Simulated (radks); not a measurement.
Q: All-electron calculation, scalar-relativistic Kohn-Sham, LDA (Slater exchange, Perdew-Wang correlation), spin-polarised, spherical densities, finite nucleus; open shells are filled with parallel spins first (spin-orbit coupling, left out, can overturn this in heavy ions); Fermi nuclear charge, rms radius of each element as measured or else 0.836 A^(1/3) + 0.57 fm. Program: a radial shooting solver on a logarithmic mesh with Libxc functionals. Response by self-consistent Sternheimer equations with the Hartree and adiabatic LDA kernel, the relativistic mass of each level held fixed and spin-orbit coupling left out. For heavy and open-shell atoms this level of theory can miss by tens of per cent. Rank Ir+, Ir2+, Ir, Ir3+, Ir5+, Ir4+, Ir6+ (NIST ground configurations) by static dipole polarisability, largest first.

A: Ir 45.32, Ir+ 23.75, Ir2+ 10.61, Ir3+ 6.846, Ir4+ 4.721, Ir5+ 3.442, Ir6+ 2.581 bohr^3.
